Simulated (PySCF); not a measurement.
Correlation energy of N(2+) (nitrogen, charge +2)

[He] 2s1 2p2, high-spin 4P determinant (an excited configuration). All numbers are calculated (PySCF 2.14, scalar relativity by spin-free X2C-1e, in x2c-QZVPPall (7s4p3d2f1g, 57 functions)). Frozen: nothing; 5 electrons correlated.

```csv
level,correlation energy (mhartree)
CCSD,-39.54
(T),-0.08
CCSD(T),-39.62
```

Diagnostics: T1 = 0.00092, D1 = 0.0021, largest double amplitude 0.018.

Problem. Is a single reference adequate?

Solution. Yes: T1 lies below 0.03 and no double amplitude reaches 0.07.

This basis was not built for core-valence correlation, so the inner-shell part is incomplete.
